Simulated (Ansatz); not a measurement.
`[SiH3][CH2][SnH2][SH]` + CH₃OH → `C[O][SnH2][SH]` + `C[SiH3]`  (ligand exchange at the Sn–C bond)

Calculated with Ansatz (gas phase, PBE0-D4/def2-TZVP geometries, no zero-point term in ΔE). CCSD(T)/CBS is the MP2 limit (def2-TZVPP, def2-QZVPP) plus CCSD(T) − MP2 in def2-TZVPP, frozen cores. This one scheme is used for every species. Functionals use def2-TZVPP. B3LYP here is the variant with VWN-RPA as its local correlation; programs differ in this. Elements past krypton have def2 core potentials. For Sn outer-core shells are correlated without core-valence functions, which leaves a few kJ/mol of doubt a bond. Each species was taken in one conformer, which may not be the lowest.

Task: Is it downhill or uphill in electronic energy at CCSD(T)/CBS, and by how much? (Estimate.)

Result: Computed: Downhill: ΔE = -5.5 kcal/mol.

Task: What do these levels give: PBE-D4, PBE0-D4, B3LYP-D4, ωB97X-V, B2PLYP, PBE, B3LYP, HF/def2-TZVPP, CCSD/def2-TZVPP, CCSD(T)/def2-TZVPP, MP2/def2-QZVPP, HF/CBS(def2)? (Estimate.)

Result: Computed: PBE-D4 -6.1, PBE0-D4 -4.9, B3LYP-D4 -7.2, ωB97X-V -7.0, B2PLYP -7.9, PBE -7.2, B3LYP -9.0, HF/def2-TZVPP -8.9, CCSD/def2-TZVPP -5.4, CCSD(T)/def2-TZVPP -5.2, MP2/def2-QZVPP -4.9, HF/CBS(def2) -9.4 kcal/mol.

Largest T1 diagnostic among the species: 0.013.

The D4 term adds +1.8 kcal/mol with B3LYP and +1.0 kcal/mol with PBE0; it sums over pairs of atoms, weighted by their polarisabilities, and B3LYP, whose exchange is more repulsive, gets the larger term. From PBE to PBE0 (25 % exact exchange), in def2-TZVPP and without D4, ΔE moves by +1.2 kcal/mol.
